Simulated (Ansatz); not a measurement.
Species: H$_{3}$SiO$_{2}$, charge 0, doublet. H3SiO2 (SMILES [O][SiH2]O, doublet).
B3LYP-D3(BJ)/def2-TZVP minimum from Ansatz (a first-principles code):
```xyz
6

Si    -0.2148    -0.3513    -0.0178
O      1.4093    -0.5237     0.2006
O     -0.7917     1.1656    -0.2298
H     -0.6676    -0.9626     1.2654
H     -0.6576    -1.0954    -1.2114
H     -0.6085     1.8410     0.4287
```
Charge 0, spin multiplicity 2.

Atomisation energy term by term, kcal/mol (programs: Ansatz). Open shells are spin-unrestricted; no spin-orbit coupling. Correlated methods leave the cores frozen. Rows without X2C or -DK are non-relativistic. CBS(X,Y): correlation extrapolated as X^-3, Hartree-Fock from the larger set. A bracket is a step between two methods taken in the basis named. '+ core + X2C': CCSD(T) terms for core correlation (cc-pwCVTZ, 1s frozen past Ne) and scalar relativity (cc-pVTZ-DK). Where a partner has so few electrons that a lower coupled-cluster level is exact, that level stands in.

```tsv
term	basis	kcal/mol
Hartree-Fock	cc-pV(Q+d)Z	344.39
CCSD correlation	CBS(cc-pV(T+d)Z,cc-pV(Q+d)Z)	131.07
(T)	CBS(cc-pV(T+d)Z,cc-pV(Q+d)Z)	7.67
CCSDT(Q) - CCSD(T)	cc-pV(D+d)Z	0.75
core correlation	cc-pwCVTZ	0.46
scalar relativity	X2C, cc-pVTZ-DK	-1.18
sum: De		483.2
```
